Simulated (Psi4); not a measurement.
C₃H₈N (SMILES [CH2-]N(C)C), charge -1, singlet, geometry from GFN2-xTB (a gas-phase anion, which may not be bound at this level). Base run: HF/3-21G run with Psi4 1.11.

Psi4 was given this input:
```
memory 2 GB

molecule mol {
-1 1
  N     0.001546    0.029851    0.378522
  C    -0.002249    1.469584   -0.201896
  C     1.174442   -0.652834   -0.084420
  C    -1.173850   -0.655085   -0.074649
  H     0.883755    1.937223    0.347793
  H    -0.884542    1.935528    0.355151
  H     1.246424   -0.719139   -1.194192
  H     1.205142   -1.682705    0.312765
  H     2.059148   -0.119681    0.269251
  H    -1.254938   -0.721537   -1.183784
  H    -2.056603   -0.123626    0.286377
  H    -1.199269   -1.685009    0.322770
}

set basis 3-21g
set reference rhf
set stability_analysis check
set scf_type pk

energy('scf')
print_variables()
```

The bond that is stretched is that between atoms 11 and 4. A test that says stable can miss a lower solution.

Variants of this job, named by their change:

```
change                                                     ΔE vs base (eV)  <S^2>
---------------------------------------------------------  ---------------  -----
base                                                                  0.00  0.000
stability_analysis = follow; reference = uhf                          0.00  0.000
bond × 1.25                                                           0.83  0.000
stability_analysis = follow; reference = uhf; bond × 1.25             0.83  0.000
bond × 1.5                                                            2.15  0.000
stability_analysis = follow; reference = uhf; bond × 1.5              2.15  0.000
bond × 1.8                                                            3.66  0.000
stability_analysis = follow; reference = uhf; bond × 1.8              3.18  0.595
bond × 2.2                                                            5.21  0.000
stability_analysis = follow; reference = uhf; bond × 2.2              3.60  0.887
bond × 3.0                                                            6.89  0.000
stability_analysis = follow; reference = uhf; bond × 3.0              3.74  0.999
```

Psi4 reported an instability in these rows: stability_analysis = follow; reference = uhf; bond × 1.8; stability_analysis = follow; reference = uhf; bond × 2.2; stability_analysis = follow; reference = uhf; bond × 3.0 (restricted rows aren't judged here).

A gas-phase anion may not be bound at this level; its values then depend on the basis.

Where a bond breaks into two radicals, a solution with restricted orbitals usually stops being the lowest and lies too high; an unrestricted one lies lower at the price of spin contamination, which <S^2> shows.
